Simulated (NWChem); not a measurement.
# SnClF, singlet; SMILES [F][Sn][Cl]

```xyz
3

Sn    -0.3438     0.4451     0.0000
F      1.4396     1.2418     0.0000
Cl     0.3317    -1.8438     0.0000
```
Atoms are numbered in this order, from 1.

Level: PBE0/def2-SVP with def2 effective core potentials on Sn (NWChem), optimised geometry, unscaled harmonic frequencies. Low-valent species are run as closed-shell singlets; no triplet was tried in these runs. def2 effective core potentials on Sn; no spin-orbit coupling.

Task: List the harmonic frequencies with IR intensities, and the thermochemistry.

Result: 
| frequency (cm⁻¹) | IR intensity (km/mol) |
|---|---|
| 157 | 7.1 |
| 362 | 68.0 |
| 617 | 75.5 |

```yaml
zero_point_energy: 1.6 kcal/mol
thermal correction to the enthalpy at 298.15 K (with zero-point energy): 4.7 kcal/mol
heat capacity Cv: 10.4 cal/(mol K)
entropy at 298.15 K and 1 atm (symmetry number 1): 71.5 cal/(mol K)
```

Rigid rotor and harmonic oscillator.
